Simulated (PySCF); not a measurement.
Values are calculated unless marked as measured or tabulated.
# Al3H5N3O(-)

Al3H5N3O(-) is a small molecule (built as: end group O-), charge -1, singlet. The structure was relaxed in the gas phase by PBE0-D3(BJ)/def2-SVP. No frequency run checks that it is a minimum.

SMILES: [O-][Al]1[NH][AlH][NH][AlH][NH]1

```xyz
12

N    -0.814   -1.441   -0.411
Al   -1.764    0.041   -0.382
N    -0.913    1.563    0.065
Al    0.845    1.532    0.454
N     1.673   -0.018    0.347
Al    0.997   -1.700   -0.075
O     1.830   -3.106   -0.134
H    -1.271   -2.316   -0.663
H    -3.334    0.127   -0.724
H    -1.422    2.440    0.111
H     1.542    2.920    0.873
H     2.668   -0.070    0.555
```
Atoms count from 1 in this order.

Shieldings: GIAO PBE0/aug-pcSseg-1.  Core levels by delta-SCF with SCAN, aug-pcX-2 on the ionised atom and aug-pcseg-1 elsewhere, spin-free X2C (2p3/2 is the spin-free 2p value less a third of a first-order spin-orbit splitting); from the vacuum level, for chosen atoms.

Q: Give the shieldings and core levels atom by atom.

A: 
```
  atoms   bonded to  σ (ppm)  δ (ppm)  core level (eV)
  N1 N5  2 Al + 1 H    197.7        -        1s 398.87
Al2 Al4   2 N + 1 H    388.0        -      2p3/2 75.82
     N3  2 Al + 1 H    194.8        -        1s 399.67
    Al6   2 N + 1 O    434.1        -      2p3/2 74.00
     O7        1 Al    229.6        -        1s 528.61
 H8 H12         1 N    30.40        -                -
 H9 H11        1 Al    26.65        -                -
    H10         1 N    30.51        -                -
```

Values are those of this one static structure; atoms that internal rotation interchanges would show their mean in an NMR spectrum.

Q: By CAM-B3LYP/def2-SVPD (TDDFT singlets, Tamm-Dancoff triplets, ionisation by delta-SCF), where does absorption start, and what does vertical ionisation take?

A: The lowest singlet lies at 3.80 eV (f 0.036), the lowest triplet at 3.66 eV; vertical ionisation takes 3.33 eV.

Excited states of gas-phase anions may lie above the detachment limit and hang on the basis.
